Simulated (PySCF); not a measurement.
# Aluminium: a sound run and one with changed settings

Sound run: Al⁺ [Ne] 3s2, Al²⁺ [Ne] 3s1. Calculation: PySCF 2.14, in cc-pVDZ-DK (4s3p1d, 18 functions); scalar relativity by spin-free X2C-1e. In the sound run the correlated levels freeze [Ne]. The sound run starts from symmetry-adapted Hartree-Fock orbitals and uses a fine grid where one is needed.

Changed run: the non-relativistic Hamiltonian (point nucleus). This setting is unsound on purpose.

```csv
species,method,sound run (hartree),changed run (hartree),converged
Al⁺,UHF,-242.10361,-241.58769,yes
Al⁺,r2SCAN,-242.53932,-242.02362,yes
Al⁺,PBE,-242.44069,-241.92508,yes
Al⁺,MP2,-242.12858,-241.61267,yes
Al⁺,CCSD(T),-242.14201,-241.62615,yes
Al²⁺,UHF,-241.45776,-240.94324,yes
Al²⁺,r2SCAN,-241.86182,-241.34761,yes
Al²⁺,PBE,-241.74870,-241.23466,yes
```

Ionisation energy of Al⁺:

```json
{"method": "UHF", "sound run (eV)": "17.574", "changed run (eV)": "17.536"}
{"method": "r2SCAN", "sound run (eV)": "18.436", "changed run (eV)": "18.395"}
{"method": "PBE", "sound run (eV)": "18.830", "changed run (eV)": "18.787"}
{"method": "MP2", "sound run (eV)": "18.254", "changed run (eV)": "18.216"}
{"method": "SCS-MP2", "sound run (eV)": "18.390", "changed run (eV)": "18.352"}
{"method": "CCSD", "sound run (eV)": "18.619", "changed run (eV)": "18.583"}
{"method": "CCSD(T)", "sound run (eV)": "18.619", "changed run (eV)": "18.583"}
{"method": "CCSDT", "sound run (eV)": "18.619", "changed run (eV)": "18.583"}
{"method": "FCI", "sound run (eV)": "18.619", "changed run (eV)": "18.583"}
```

Most of the change in total energy is the relativistic energy itself. On top of that the contraction fixes the core shape for the Hamiltonian it was made with, so the changed run is not a good calculation with the other Hamiltonian either.

For comparison, NIST gives 18.829 eV between the lowest levels.
